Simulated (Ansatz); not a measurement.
Energy on a grid of two coordinates

C2H6BF (SMILES CB(C)F), closed shell, PBE0-D4/def2-TZVP minimum:

| atom | x (Å) | y (Å) | z (Å) |
| --- | --- | --- | --- |
| C1 | -0.8095 | 0.9970 | -0.5269 |
| B2 | -0.1002 | -0.3883 | -0.3871 |
| C3 | 0.8892 | -0.7775 | 0.7583 |
| F4 | -0.3585 | -1.3123 | -1.3189 |
| H5 | -0.2125 | 1.8196 | -0.1269 |
| H6 | -1.7281 | 0.9670 | 0.0744 |
| H7 | -1.1066 | 1.2237 | -1.5526 |
| H8 | 1.9002 | -0.4872 | 0.4421 |
| H9 | 0.9144 | -1.8518 | 0.9512 |
| H10 | 0.6945 | -0.2414 | 1.6895 |

Rows set the bond length B2–C3 (Å; 1.563 at the minimum), columns the angle H9–C3–H8 (°; 106.8), set in this order; the parts move rigidly, in a bend the first-named atom's side turns in the plane, and in a torsion the whole end group turns. CCSD(T) energies count from the value at that structure, in eV. Program: Ansatz 0.2.0. Basis: def2-TZVPP. Cores are frozen in the correlated methods.

```tsv
B2–C3 \ H9–C3–H8	82.8	94.8	106.8	118.8	130.8
1.375	?	0.740	0.659	?	1.138
1.509	0.476	0.155	0.052	0.164	0.489
1.705	0.654	0.308	0.177	0.261	0.555
1.934	1.465	?	0.938	?	1.255
2.188	2.520	2.130	1.952	1.981	2.210
```

(1) Fill in the withheld cells. (An estimate is asked for; the value comes from the calculation.)

No T1 diagnostic of these runs exceeds 0.013.

## Answers

(1) The calculation gives: (1.375, 82.8): 1.040; (1.375, 118.8): 0.793; (1.934, 94.8): 1.094; (1.934, 118.8): 0.993 eV. These count from the CCSD(T) energy at the PBE0-D4 minimum.

The same grid for a cheaper method: r2SCAN-D4 − CCSD(T), both counted from the minimum, in eV:
```json
{"B2–C3 \\ H9–C3–H8": "1.375", "82.8": "-0.076", "94.8": "-0.067", "106.8": "-0.060", "118.8": "-0.057", "130.8": "-0.059"}
{"B2–C3 \\ H9–C3–H8": "1.509", "82.8": "-0.030", "94.8": "-0.020", "106.8": "-0.012", "118.8": "-0.009", "130.8": "-0.011"}
{"B2–C3 \\ H9–C3–H8": "1.705", "82.8": "0.000", "94.8": "0.011", "106.8": "0.019", "118.8": "0.022", "130.8": "0.019"}
{"B2–C3 \\ H9–C3–H8": "1.934", "82.8": "0.001", "94.8": "0.012", "106.8": "0.019", "118.8": "0.022", "130.8": "0.019"}
{"B2–C3 \\ H9–C3–H8": "2.188", "82.8": "-0.010", "94.8": "0.001", "106.8": "0.008", "118.8": "0.011", "130.8": "0.008"}
```

For scale, one of the runs: CCSD(T)/def2-TZVPP, 208 basis functions (an equivalent command: `ansatz run in.yaml --threads 4`). Hardware: 4 CPU threads, shared host. Wall time 2.2 min; peak host memory 3 GiB.
